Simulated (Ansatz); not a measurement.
Program: Ansatz. Geometries: PBE0-D4/def2-TZVP. ΔE: electronic, gas phase. CCSD(T)/CBS adds triple-zeta CCSD(T) − MP2 to the extrapolated MP2 energy (def2 sets, frozen cores). Functionals use def2-TZVPP. B3LYP here is the variant with VWN-RPA as its local correlation; programs differ in this. HSE06 is defined as in plane-wave codes. For Zn outer-core shells are correlated without core-valence functions, which leaves a few kJ/mol of doubt a bond. Scalar relativity is left out up to krypton. One conformer a species, not always the lowest.

Consider the formal exchange of groups at a C–Al bond: `[CH3][Al]([OH])[SiH3]` + `[F][ZnH]` → `[CH3][Zn][F]` + `[OH][AlH][SiH3]`.

```json
{"level": "LDA (SPW92)", "ΔE (kJ/mol)": "18.8", "difference from CCSD(T)/CBS": "4.2"}
{"level": "PBE-D4", "ΔE (kJ/mol)": "18.9", "difference from CCSD(T)/CBS": "4.3"}
{"level": "revPBE-D4", "ΔE (kJ/mol)": "19.6", "difference from CCSD(T)/CBS": "5.0"}
{"level": "r2SCAN-D4", "ΔE (kJ/mol)": "21.4", "difference from CCSD(T)/CBS": "6.8"}
{"level": "B97M-V", "ΔE (kJ/mol)": "18.6", "difference from CCSD(T)/CBS": "4.0"}
{"level": "PBE0-D4", "ΔE (kJ/mol)": "19.7", "difference from CCSD(T)/CBS": "5.1"}
{"level": "B3LYP-D4", "ΔE (kJ/mol)": "18.8", "difference from CCSD(T)/CBS": "4.2"}
{"level": "r2SCANh-D4", "ΔE (kJ/mol)": "21.4", "difference from CCSD(T)/CBS": "6.8"}
{"level": "r2SCAN0-D4", "ΔE (kJ/mol)": "21.3", "difference from CCSD(T)/CBS": "6.7"}
{"level": "BHLYP-D4", "ΔE (kJ/mol)": "19.6", "difference from CCSD(T)/CBS": "5.0"}
{"level": "CAM-B3LYP-D4", "ΔE (kJ/mol)": "18.6", "difference from CCSD(T)/CBS": "4.0"}
{"level": "ωB97X-V", "ΔE (kJ/mol)": "17.6", "difference from CCSD(T)/CBS": "3.0"}
{"level": "B2PLYP", "ΔE (kJ/mol)": "15.4", "difference from CCSD(T)/CBS": "0.8"}
{"level": "PBE-QIDH", "ΔE (kJ/mol)": "17.1", "difference from CCSD(T)/CBS": "2.5"}
{"level": "PBE", "ΔE (kJ/mol)": "16.8", "difference from CCSD(T)/CBS": "2.2"}
{"level": "revPBE", "ΔE (kJ/mol)": "16.2", "difference from CCSD(T)/CBS": "1.6"}
{"level": "r2SCAN", "ΔE (kJ/mol)": "20.6", "difference from CCSD(T)/CBS": "6.0"}
{"level": "B3LYP", "ΔE (kJ/mol)": "15.7", "difference from CCSD(T)/CBS": "1.1"}
{"level": "r2SCANh", "ΔE (kJ/mol)": "20.6", "difference from CCSD(T)/CBS": "6.0"}
{"level": "r2SCAN0", "ΔE (kJ/mol)": "20.4", "difference from CCSD(T)/CBS": "5.8"}
{"level": "HSE06", "ΔE (kJ/mol)": "17.8", "difference from CCSD(T)/CBS": "3.2"}
{"level": "BHLYP", "ΔE (kJ/mol)": "16.9", "difference from CCSD(T)/CBS": "2.3"}
{"level": "CAM-B3LYP", "ΔE (kJ/mol)": "16.5", "difference from CCSD(T)/CBS": "1.9"}
{"level": "LC-ωPBE", "ΔE (kJ/mol)": "17.7", "difference from CCSD(T)/CBS": "3.1"}
{"level": "RPA@PBE/def2-TZVPP", "ΔE (kJ/mol)": "15.0", "difference from CCSD(T)/CBS": "0.4"}
{"level": "HF/def2-SVP", "ΔE (kJ/mol)": "16.0", "difference from CCSD(T)/CBS": "1.4"}
{"level": "MP2/def2-SVP", "ΔE (kJ/mol)": "13.0", "difference from CCSD(T)/CBS": "-1.6"}
{"level": "CCSD/def2-SVP", "ΔE (kJ/mol)": "14.3", "difference from CCSD(T)/CBS": "-0.3"}
{"level": "CCSD(T)/def2-SVP", "ΔE (kJ/mol)": "14.5", "difference from CCSD(T)/CBS": "-0.1"}
{"level": "HF/def2-TZVPP", "ΔE (kJ/mol)": "18.3", "difference from CCSD(T)/CBS": "3.7"}
{"level": "MP2/def2-TZVPP", "ΔE (kJ/mol)": "13.3", "difference from CCSD(T)/CBS": "-1.3"}
{"level": "SCS-MP2/def2-TZVPP", "ΔE (kJ/mol)": "13.4", "difference from CCSD(T)/CBS": "-1.2"}
{"level": "CCSD/def2-TZVPP", "ΔE (kJ/mol)": "16.9", "difference from CCSD(T)/CBS": "2.3"}
{"level": "CCSD(T)/def2-TZVPP", "ΔE (kJ/mol)": "17.0", "difference from CCSD(T)/CBS": "2.4"}
{"level": "HF/def2-QZVPP", "ΔE (kJ/mol)": "17.9", "difference from CCSD(T)/CBS": "3.3"}
{"level": "MP2/def2-QZVPP", "ΔE (kJ/mol)": "11.8", "difference from CCSD(T)/CBS": "-2.8"}
{"level": "SCS-MP2/def2-QZVPP", "ΔE (kJ/mol)": "12.2", "difference from CCSD(T)/CBS": "-2.4"}
{"level": "HF/CBS(def2)", "ΔE (kJ/mol)": "17.9", "difference from CCSD(T)/CBS": "3.3"}
{"level": "MP2/CBS(def2)", "ΔE (kJ/mol)": "10.9", "difference from CCSD(T)/CBS": "-3.7"}
{"level": "CCSD/CBS(def2)", "ΔE (kJ/mol)": "14.5", "difference from CCSD(T)/CBS": "-0.1"}
{"level": "CCSD(T)/CBS", "ΔE (kJ/mol)": "14.6", "difference from CCSD(T)/CBS": "0"}
```

Largest T1 diagnostic among the species: 0.018.

Leaving LDA and LC-ωPBE aside and taking each functional with its dispersion term where it has one, the values spread over 6.0 kJ/mol, from B2PLYP to r2SCANh-D4. The D4 term adds +3.1 kJ/mol with B3LYP and +1.9 kJ/mol with PBE0; it sums over pairs of atoms, weighted by their polarisabilities, and B3LYP, whose exchange is more repulsive, gets the larger term.
